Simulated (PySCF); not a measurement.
A side-by-side comparison of computed properties.

First species: C3H6N2SSi.
SMILES: `[SiH3]Nc1cnsc1`

Second species: C3H5N3SSi2.
Cartesian coordinates in Å at the GFN2-xTB level; atoms count from 1:
```xyz
14
C3H5N3SSi2 angstrom
N      1.8350    2.3324    2.0969
C      1.4557    1.3118    1.7391
Si     0.7590   -0.3093    1.1228
C      1.7822   -0.8744   -0.4133
S      0.5848   -0.7699   -1.8189
Si    -0.9597   -0.0716   -0.4502
N     -1.7166    1.3306   -1.0757
C     -2.3725   -1.2771   -0.2257
N     -3.2091   -2.0333   -0.0288
H      0.8371   -1.2323    2.2573
H      2.6349   -0.2450   -0.6601
H      2.1351   -1.9018   -0.3585
H     -2.5897    1.6708   -0.7089
H     -1.1769    2.0687   -1.4980
```

Levels: CAM-B3LYP/def2-SVPD for dipole moment, HOMO energy, LUMO energy, HOMO–LUMO gap, static isotropic polarisability and electronic spatial extent ⟨r²⟩ about the centre of nuclear charge; TDDFT CAM-B3LYP/def2-SVPD for lowest singlet excitation; TDA CAM-B3LYP/def2-SVPD for lowest triplet excitation (Tamm–Dancoff); GFN2-xTB for rotational constant A and rotational constant C. Geometries: GFN2-xTB. Each structure is a single optimised conformer of the isolated species, non-relativistic unless stated; the electronic structure was computed with PySCF and density fitting.

The conformers computed, where there is a choice (atom-mapped SMILES and torsion angles):
- `[SiH3:1][NH:2][c:3]1[cH:4][n:5][s:6][cH:7]1`: Si1–N2–C3–C4 0°
- `[N:1]#[C:2][Si@@H:3]1[CH2:4][S:5][Si@@:6]1([NH2:7])[C:8]#[N:9]`: H–N7–Si6–S5 165°, H–N7–Si6–S5 -43°

```json
{"property": "dipole moment", "column X": "3.42 D", "column Y": "1.30 D"}
{"property": "HOMO energy", "column X": "-7.47 eV", "column Y": "-9.05 eV"}
{"property": "LUMO energy", "column X": "0.22 eV", "column Y": "-0.80 eV"}
{"property": "HOMO–LUMO gap", "column X": "7.69 eV", "column Y": "8.25 eV"}
{"property": "lowest singlet excitation", "column X": "4.82 eV", "column Y": "4.98 eV"}
{"property": "lowest triplet excitation (Tamm–Dancoff)", "column X": "3.40 eV", "column Y": "4.66 eV"}
{"property": "static isotropic polarisability", "column X": "92.5 au", "column Y": "118.9 au"}
{"property": "electronic spatial extent ⟨r²⟩ about the centre of nuclear charge", "column X": "1296 bohr²", "column Y": "1946 bohr²"}
{"property": "rotational constant A", "column X": "6.424 GHz", "column Y": "1.358 GHz"}
{"property": "rotational constant C", "column X": "0.843 GHz", "column Y": "0.627 GHz"}
```

Problem. Which column belongs to which species?

Solution. Column X is the first species and column Y the second. The first has 13 atoms and 68 electrons, the second 14 and 88.

Problem. How does each property change from the first species to the second?

Solution. dipole moment -2.12 D; HOMO energy -1.58 eV; LUMO energy -1.02 eV; HOMO–LUMO gap +0.56 eV; lowest singlet excitation +0.16 eV; lowest triplet excitation (Tamm–Dancoff) +1.26 eV; static isotropic polarisability +26.4 au; electronic spatial extent ⟨r²⟩ about the centre of nuclear charge +650 bohr²; rotational constant A -5.066 GHz; rotational constant C -0.216 GHz.

On the first: No computed singlet falls in the visible range (750 to 380 nm, 1.65 to 3.26 eV); S1 lies 1.56 eV above its blue end. The vertical singlet–triplet gap S1 − T1 is 1.42 eV (TDDFT singlet less Tamm–Dancoff triplet; S1: HOMO→LUMO, weight 0.96; T1: HOMO→LUMO, weight 0.92).

On the second: The principal polarisabilities are 106.8, 112.9 and 136.9 au; their mean is the isotropic value. A dipole of 1.30 D is allowed in C1, and pure rotational transitions are dipole-allowed.
